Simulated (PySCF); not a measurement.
**Electron correlation in Be (beryllium, neutral)**

[He] 2s1 3s1, high-spin 3S determinant (an excited configuration). Computed with PySCF 2.14 in aug-cc-pCVTZ-DK with one added diffuse shell each of s, p, d, f type (8s7p5d3f, 75 functions), with scalar relativity by spin-free X2C-1e. Frozen: 1s2; 2 electrons correlated.

With two correlated electrons CCSD is exact within the correlated space (frozen core and kept virtual orbitals).

```csv
level,correlation energy (mhartree)
CCSD,-4.73
```

Diagnostics: T1 = 0.022, D1 = 0.0446, largest double amplitude 0.065.

The outer electron is Rydberg-like, and this basis confines it to a smaller radius and binds it less than a complete one would.

Cost of the coupled-cluster step: of the order of 7 core-seconds, for 2 correlated electrons.

Iterations:

```
CC2 = 0
CCSD nocc = (np.int64(2), np.int64(0)), nmo = (74, 74)
frozen orbitals [[0], [0]]
max_cycle = 100
direct = 0
conv_tol = 1e-08
conv_tol_normt = 1e-06
diis_space = 8
diis_start_cycle = 0
Init t2, MP2 energy = -0.00191026326875347
Init E_corr(UCCSD) = -0.00191026331602267
cycle = 1  E_corr(UCCSD) = -0.0028971054340455  dE = -0.000986842118  norm(t1,t2) = 0.0319922
cycle = 2  E_corr(UCCSD) = -0.00350320557405095  dE = -0.00060610014  norm(t1,t2) = 0.0220432
cycle = 3  E_corr(UCCSD) = -0.00475338509189909  dE = -0.00125017952  norm(t1,t2) = 0.0154041
cycle = 4  E_corr(UCCSD) = -0.00472649119129255  dE = 2.68939006e-05  norm(t1,t2) = 0.00180587
cycle = 5  E_corr(UCCSD) = -0.0047369703335479  dE = -1.04791423e-05  norm(t1,t2) = 0.000311094
cycle = 6  E_corr(UCCSD) = -0.00473764648102339  dE = -6.76147475e-07  norm(t1,t2) = 0.00083227
cycle = 7  E_corr(UCCSD) = -0.00473085903701648  dE = 6.78744401e-06  norm(t1,t2) = 0.000221527
cycle = 8  E_corr(UCCSD) = -0.00473297076806379  dE = -2.11173105e-06  norm(t1,t2) = 3.51854e-05
cycle = 9  E_corr(UCCSD) = -0.00473199542857044  dE = 9.75339493e-07  norm(t1,t2) = 2.47086e-05
cycle = 10  E_corr(UCCSD) = -0.00473188599355332  dE = 1.09435017e-07  norm(t1,t2) = 2.72543e-06
cycle = 11  E_corr(UCCSD) = -0.00473187612326703  dE = 9.87028629e-09  norm(t1,t2) = 2.75688e-07
UCCSD converged
E(UCCSD) = -14.38458149669196  E_corr = -0.00473187612326703
```
